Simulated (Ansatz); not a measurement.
Cost and result for the atomization energy of CClF$_{2}$NSi, SMILES `N#C[Si](F)(F)Cl` (6 atoms, 5 bonds).

```xyz
6

N    -1.168    1.644   -1.400
C    -0.588    0.890   -0.752
Si    0.307   -0.319    0.283
F     1.072    0.467    1.402
F     1.352   -1.058   -0.621
Cl   -0.974   -1.624    1.089
```

Total charge 0; spin multiplicity 1. All single points use the PBE0-D4/def2-TZVP geometry. Program: Ansatz. All runs use 4 threads of a server CPU on a shared host. Times are those of one run each, without the atoms' runs, and a repeat can differ threefold. Electronic energies, without spin–orbit coupling; frozen cores. CCSD(T)/CBS adds CCSD(T) − MP2 in def2-TZVPP to the MP2 limit, and its time is that of the two runs behind it. T1 = 0.012. HSE06 is the plane-wave form, built on full-range PBE exchange.

CCSD(T)/CBS is a level of theory with its own doubt, some kJ/mol a heavy atom from the limit and from the frozen cores, so smaller differences don't rank the functionals.

| level | functions | wall time | atomization (kJ/mol) | difference from CCSD(T)/CBS | per bond |
| --- | --- | --- | --- | --- | --- |
| CCSD(T)/def2-SVP | 92 | 1.9 s | 2542.5 | -248.4 | -49.7 |
| PBE0-D4/def2-TZVPP | 208 | 2.4 s | 2765.1 | -25.8 | -5.2 |
| HSE06-D4/def2-TZVPP | 208 | 2.7 s | 2767.6 | -23.3 | -4.7 |
| CAM-B3LYP-D4/def2-TZVPP | 208 | 2.9 s | 2778.0 | -12.9 | -2.6 |
| r2SCAN-D4/def2-TZVPP (with forces) | 208 | 4.2 s | 2782.4 | -8.5 | -1.7 |
| B2PLYP/def2-TZVPP | 208 | 4.3 s | 2758.9 | -32.0 | -6.4 |
| r2SCANh-D4/def2-TZVPP | 208 | 4.6 s | 2743.5 | -47.4 | -9.5 |
| B97M-V/def2-TZVPP | 208 | 6.5 s | 2792.3 | 1.4 | 0.3 |
| ωB97X-V/def2-TZVPP | 208 | 6.5 s | 2787.2 | -3.7 | -0.7 |
| ωB97M-V/def2-TZVPP (with forces) | 208 | 9 s | 2794.8 | 3.9 | 0.8 |
| MP2/def2-QZVPP | 368 | 13 s | 2910.7 | 119.8 | 24.0 |
| CCSD(T)/def2-TZVPP | 208 | 32 s | 2691.2 | -99.7 | -19.9 |
| CCSD(T)/CBS(def2) | – | 45 s | 2790.9 | 0.0 | 0.0 |

From BLYP to BHLYP (50 % exact exchange), in def2-TZVPP and without D4, the atomization energy moves by −160.2 kJ/mol: exact exchange takes away binding that semilocal exchange gives to molecules. The D4 term adds +28.0 kJ/mol with B3LYP and +14.5 kJ/mol with PBE0; it sums over pairs of atoms, weighted by their polarisabilities, and B3LYP, whose exchange is more repulsive, gets the larger term. Leaving LDA and LC-ωPBE aside and taking each functional with its dispersion term where it has one, the values, not all of them listed here, spread over 250.5 kJ/mol, from BHLYP-D4 to PBE-D4. LDA lies +379.0 kJ/mol from PBE without D4, its usual overbinding.

B3LYP here is the variant with VWN-RPA as its local correlation; programs differ in this.
